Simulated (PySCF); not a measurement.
LuSF, singlet: data card

Level of theory: PySCF, PBE0, basis Lu def2-SVP with ECP28, S def2-SVP, F def2-SVP (scalar-relativistic core potentials, no spin–orbit coupling, density fitting).

The structure is a higher-order saddle point with 2 imaginary modes (one degenerate set).

Coordinates in bohr (charge 0 multiplicity 1):
```
Lu    0.0000    0.0000    0.3045
S     0.0000    0.0000   -4.0763
F     0.0000    0.0000    4.0540
```

- Point group: C∞v
- Bond lengths: Lu–F 1.984 Å, Lu–S 2.318 Å
- Bond angles: F–Lu–S 180.0°
- Principal quadrupole moments (Buckingham, traceless) about the centre of mass: -25.54, 12.77, 12.77 D Å
- Lowest empty level: -3.33 eV
- Rotational constants: 0.07002 cm⁻¹
- Highest occupied level: -6.19 eV
- Zero-point energy (real modes): 6.0 kJ/mol
- Dipole moment: 4.29 D
- Principal polarisabilities: 50.2, 50.2, 72.3 bohr³

Harmonic modes (masses in u: Lu 174.941, S 31.972, F 18.998):
```json
{"symmetry": "π", "ω (cm⁻¹)": "113i", "IR (km/mol, summed over degenerate members)": "–", "μ (u)": "26.46"}
{"symmetry": "σ+", "ω (cm⁻¹)": "440", "IR (km/mol, summed over degenerate members)": "36.3", "μ (u)": "36.49"}
{"symmetry": "σ+", "ω (cm⁻¹)": "565", "IR (km/mol, summed over degenerate members)": "111", "μ (u)": "20.43"}
```

In C∞v the vibrations span π + 2σ+.

Charges (e):
```tsv
atom	Mulliken	Löwdin	polar tensor	Mayer order to Lu1
Lu1	0.90	0.39	1.74	–
S2	-0.42	-0.14	-0.87	2.32
F3	-0.48	-0.26	-0.87	0.91
```

Mulliken populations on Lu1 (electrons outside its core potential): s 4.40, p 12.54, d 11.10, f 14.05.

This need not be the most stable arrangement of these atoms. At this level a singlet minimum of Cs symmetry lies 52 kJ/mol below this structure.

The final relaxation and frequency run took about 100 core-seconds on a shared host.
